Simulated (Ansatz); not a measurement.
Two structures of SiAsH₃F₂, closed shell, reached by relaxing down either side of one saddle point (PBE0-D4/def2-TZVP). Energies are electronic, without zero-point energy. Program: Ansatz 0.2.0. Basis: def2-TZVPP and def2-QZVPP. Cores are frozen in the correlated methods. Filled d shells of the heavier atoms are correlated. The def2 sets are not built for correlating such inner shells, so the correlated values are less sure here. Extrapolation: Hartree–Fock as exp(−7.88 √X), correlation as X^−2.97. First:

```json
{"atom": "Si1", "x (Å)": "0.8389", "y (Å)": "-1.3802", "z (Å)": "1.3246"}
{"atom": "F2", "x (Å)": "-0.6291", "y (Å)": "-1.4398", "z (Å)": "1.9708"}
{"atom": "F3", "x (Å)": "0.6701", "y (Å)": "-2.4260", "z (Å)": "0.1187"}
{"atom": "H4", "x (Å)": "0.1775", "y (Å)": "0.3762", "z (Å)": "-0.0747"}
{"atom": "As5", "x (Å)": "-0.7615", "y (Å)": "1.0483", "z (Å)": "-1.0928"}
{"atom": "H6", "x (Å)": "0.4275", "y (Å)": "1.4722", "z (Å)": "-1.9437"}
{"atom": "H7", "x (Å)": "-0.7235", "y (Å)": "2.3492", "z (Å)": "-0.3030"}
```

Second:

```
7
angstrom
Si 0.2483 -0.5905 0.4892
F -0.6694 -0.9401 1.7401
F 0.6801 -1.9656 -0.1831
H 1.4743 0.0542 1.0056
As -1.0382 0.6132 -1.0555
H 0.2290 0.9761 -1.8199
H -0.9242 1.8526 -0.1764
```

Problem. Which bonds change from the first to the second?

Solution. AsH₃ + SiF₂ → SiAsH₃F₂ ([F][SiH]([F])[AsH2]); bonds formed: Si1–H4, Si1–As5; bonds broken: H4–As5.

Problem. Give the saddle point's structure and its height above each. (An estimate is asked for; the value comes from the calculation.)

Solution. By the calculation: 117.4 kJ/mol above the first and 286.5 kJ/mol above the second (CCSD(T) at an estimated basis limit (MP2 extrapolated from triple and quadruple zeta, plus CCSD(T) − MP2 in triple zeta)).
```tsv
atom	x (Å)	y (Å)	z (Å)
Si1	0.5173	-0.9142	0.8505
F2	-0.7632	-1.1132	1.7750
F3	0.5931	-2.1435	-0.1579
H4	0.8756	0.4644	0.3671
As5	-0.7978	0.6567	-0.9097
H6	0.3677	1.0835	-1.7897
H7	-0.7928	1.9664	-0.1354
```

T1 diagnostic: at most 0.016. The restricted Hartree–Fock reference is unstable towards an unrestricted one at one or more of these structures. A large double-excitation amplitude points to some diradical character; no triplet was computed. The start structure is not quite a true minimum (one mode of 36i cm⁻¹).

Losses and insertions of silylenes and their heavier kin drive the gas-phase chemistry of silicon and germanium vapour deposition.

Labels in which every atom is bracketed show which atoms are joined, not bond orders.

For scale, one of the runs: CCSD(T)/def2-TZVPP, 194 basis functions (an equivalent command: `ansatz run in.yaml --threads 4`). Time: 88 s of wall clock on 4 CPU threads; the host was shared. Peak host memory: 2.3 GiB.
